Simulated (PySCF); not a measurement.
## From computed data to an observable: chemical shift, span and skew from a shielding tensor

Mg(Et)(SH) (C2H6MgS), SMILES C[CH2][Mg][SH]. Atoms are numbered in the order given.

```xyz
10

Mg    -0.0352    -0.0038     0.2669
C      0.5737    -1.9450    -0.2640
C      0.8439    -2.1773    -1.7523
H     -0.1982    -2.6520     0.0929
H      1.4768    -2.1904     0.3251
H      1.6418    -1.5216    -2.1396
H     -0.0473    -1.9873    -2.3737
H      1.1597    -3.2137    -1.9692
S     -0.6995     2.1564     0.8037
H     -0.9235     1.8414     2.1003
```
Charge 0, spin multiplicity 1.

The structure is a stationary point at PBE0-D3(BJ)/def2-SVP. The structure was generated by enumeration; whether it is a known compound was not checked. The values are those of a single conformer.

GIAO shieldings from PySCF with HF/pcSseg-1, non-relativistic, no solvent. The symmetric part of the tensor of C3 has the principal values 170.9, 171.3, 190.3 ppm. The same nucleus in TMS has σ = 192.6 ppm at this level (PySCF, at its B3LYP-D3(BJ)/def2-TZVP geometry).

Task: Work out the isotropic shielding, the ¹³C shift against TMS, the span and the skew.

Result: 
σ(iso) = (σ11 + σ22 + σ33)/3 = 177.5 ppm. δ = σ(ref) − σ(iso) = 192.6 − (177.5) = 15.1 ppm.
Span Ω = σ33 − σ11 = 19.4 ppm. Skew κ = 3(σ(iso) − σ22)/Ω = 0.96. Tumbling in solution averages the tensor to δ; in a static solid the shielding alone would spread this spin-1/2 line over Ω.
